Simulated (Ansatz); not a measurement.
def2 core potentials replace the inner electrons of Bi.

Z-matrix (Å, degrees):
```
C
H 1 1.1009
H 1 1.1018 2 109.32
C 1 1.4777 2 113.50 3 -127.38
C 4 1.3392 1 125.94 2 -14.64
H 5 1.0925 4 121.29 1 -176.97
H 5 1.0952 6 117.14 4 179.31
H 4 1.0976 5 118.40 6 -1.13
Bi 1 2.3070 2 107.70 3 113.67
O 9 2.0951 1 95.04 2 -72.46
H 10 0.9652 9 111.90 1 -28.41
O 9 2.0968 10 100.29 11 65.26
H 12 0.9654 9 111.55 10 -53.29
```
Charge 0, multiplicity 1.

All values below come from frozen-core CCSD(T)/def2-TZVPP // PBE0-D3(BJ)/def2-SVP (Ansatz, a program for electronic structure).

```
Item                            Value
----------------------  -------------
HF energy               -481.05506 Ha
MP2 correlation energy    -1.43638 Ha
```

Q: Estimate the CCSD correlation energy, the (T) correction, the total energy and the T1 diagnostic.

A: 
```json
{
  "CCSD correlation energy": "-1.42922 Ha",
  "(T) correction": "-0.05607 Ha",
  "CCSD(T) total energy": "-482.54035 Ha",
  "T1 diagnostic": "0.015"
}
```
